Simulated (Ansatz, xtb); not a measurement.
Relative energy of two isomers of C6H9NSi

Structure a is `C=Cc1[nH]ccc1[SiH3]`, a singlet and structure b is `C=Cc1cccn1[SiH3]`, a singlet. Both are isolated molecules in the gas phase, relaxed with B3LYP-D3(BJ)/def2-SVP; the shapes shown needn't be the lowest conformers.

a (Å):

```json
{"atom": "C", "x (Å)": "-2.3448", "y (Å)": "0.6734", "z (Å)": "0.2602"}
{"atom": "C", "x (Å)": "-1.0541", "y (Å)": "0.3113", "z (Å)": "0.1562"}
{"atom": "C", "x (Å)": "-0.3255", "y (Å)": "-0.6105", "z (Å)": "1.0053"}
{"atom": "C", "x (Å)": "0.0376", "y (Å)": "-2.0805", "z (Å)": "2.6769"}
{"atom": "C", "x (Å)": "1.2367", "y (Å)": "-1.9199", "z (Å)": "2.0081"}
{"atom": "C", "x (Å)": "1.0246", "y (Å)": "-0.9895", "z (Å)": "0.9415"}
{"atom": "N", "x (Å)": "-0.8937", "y (Å)": "-1.2853", "z (Å)": "2.0615"}
{"atom": "Si", "x (Å)": "2.3131", "y (Å)": "-0.4029", "z (Å)": "-0.2688"}
{"atom": "H", "x (Å)": "-2.7903", "y (Å)": "1.3792", "z (Å)": "-0.4434"}
{"atom": "H", "x (Å)": "-3.0052", "y (Å)": "0.2875", "z (Å)": "1.0434"}
{"atom": "H", "x (Å)": "-0.4558", "y (Å)": "0.7433", "z (Å)": "-0.6526"}
{"atom": "H", "x (Å)": "-1.8638", "y (Å)": "-1.2093", "z (Å)": "2.3372"}
{"atom": "H", "x (Å)": "-0.2235", "y (Å)": "-2.6960", "z (Å)": "3.5349"}
{"atom": "H", "x (Å)": "2.1727", "y (Å)": "-2.4181", "z (Å)": "2.2529"}
{"atom": "H", "x (Å)": "2.6171", "y (Å)": "1.0520", "z (Å)": "-0.1106"}
{"atom": "H", "x (Å)": "1.8819", "y (Å)": "-0.6075", "z (Å)": "-1.6851"}
{"atom": "H", "x (Å)": "3.5675", "y (Å)": "-1.1752", "z (Å)": "-0.0337"}
```

b (Å):

```yaml
atoms:
  - { symbol: C, position_ang: [2.0106, -2.0534, 0.3248] }
  - { symbol: C, position_ang: [1.2792, -0.9376, 0.1652] }
  - { symbol: C, position_ang: [0.0067, -0.6365, 0.7994] }
  - { symbol: C, position_ang: [-0.7521, -1.3641, 1.7086] }
  - { symbol: C, position_ang: [-1.9175, -0.6097, 2.0088] }
  - { symbol: C, position_ang: [-1.8451, 0.5595, 1.2787] }
  - { symbol: N, position_ang: [-0.6750, 0.5564, 0.5360] }
  - { symbol: Si, position_ang: [-0.1809, 1.8728, -0.5527] }
  - { symbol: H, position_ang: [2.9598, -2.1819, -0.1990] }
  - { symbol: H, position_ang: [1.6874, -2.8682, 0.9783] }
  - { symbol: H, position_ang: [1.6736, -0.1683, -0.5100] }
  - { symbol: H, position_ang: [-0.4864, -2.3391, 2.1120] }
  - { symbol: H, position_ang: [-2.7220, -0.8898, 2.6860] }
  - { symbol: H, position_ang: [-2.5359, 1.3982, 1.2263] }
  - { symbol: H, position_ang: [-0.0458, 1.3738, -1.9472] }
  - { symbol: H, position_ang: [1.1162, 2.4543, -0.1148] }
  - { symbol: H, position_ang: [-1.2645, 2.8837, -0.4604] }
```

Question: Estimate which is lower in electronic energy at CCSD(T)/def2-SVP + ΔMP2/def2-TZVPP, and by roughly how much.

Answer: The CCSD(T)/def2-SVP + ΔMP2/def2-TZVPP calculation puts structure b lower, by 8.0 kcal/mol.

Level by level:

```tsv
level	geometry	E(b) − E(a) (kcal/mol)	departure from the last row (kcal/mol)	job, with rough time for the two
GFN2-xTB	GFN2-xTB	−20.1	−12.1	optimisation, 0.27 s
HF/STO-3G	GFN2-xTB	−13.3	−5.3	single point, 0.7 s
r2SCAN-D4/def2-SVP	GFN2-xTB	−3.9	+4.1	single point, 9.6 s
B3LYP-D3(BJ)/def2-SVP	B3LYP-D3(BJ)/def2-SVP	−5.5	+2.5	optimisation, 1.8 min
HF/def2-SVP	B3LYP-D3(BJ)/def2-SVP	−6.8	+1.2	part of the CCSD(T) run
MP2/def2-SVP	B3LYP-D3(BJ)/def2-SVP	−6.2	+1.8	part of the CCSD(T) run
CCSD(T)/def2-SVP	B3LYP-D3(BJ)/def2-SVP	−6.5	+1.5	single point
CCSD(T)/def2-SVP + ΔMP2/def2-TZVPP	B3LYP-D3(BJ)/def2-SVP	−8.0		single point, 4.2 min
```

As drawn, b has 1 N–Si, 1 C–H in place of 1 C–Si, 1 N–H.

The levels shown agree on the order. The largest departure from CCSD(T)/def2-SVP + ΔMP2/def2-TZVPP is that of GFN2-xTB, 12.1 kcal/mol. The last row adds to CCSD(T) the change of the MP2 difference between the two basis sets, here −1.5 kcal/mol.

With thermal terms from frequencies at re-optimised GFN2-xTB minima (ideal gas, soft modes damped towards free rotors, one conformer each, 298.15 K, 1 atm): the zero-point term adds +0.2 kcal/mol; ΔH is −8.0 and ΔG −7.6 kcal/mol.

The correlated steps freeze 12 core orbitals. Codes used: Ansatz 0.2.0, xtb 6.7.1; the last row on 2 threads of Arm Neoverse V2 on a shared host.
